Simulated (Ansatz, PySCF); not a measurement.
Caution: the highest occupied level lies above zero, so the state may not be bound. This triplet is an excited state, 0.69 eV above the relaxed singlet at the level frozen-core CCSD(T)/aug-cc-pVTZ // B3LYP-D3(BJ)/def2-SVPD (Ansatz, a first-principles code).

```xyz
3

B     -0.0985     0.4386     0.0000
F      1.1950    -0.1671     0.0000
H     -1.0965    -0.2715     0.0000
```

Charge -1, multiplicity 3.

### Question
Give the Mulliken and meta-Löwdin atomic charges from PBE-D3(BJ)/def2-TZVPD // B3LYP-D3(BJ)/def2-SVPD run with PySCF.

### Answer

| atom | Mulliken (e) | meta-Löwdin (e) |
|---|---|---|
| B1 | -0.54 | -0.54 |
| F2 | -0.44 | -0.40 |
| H3 | -0.02 | -0.06 |
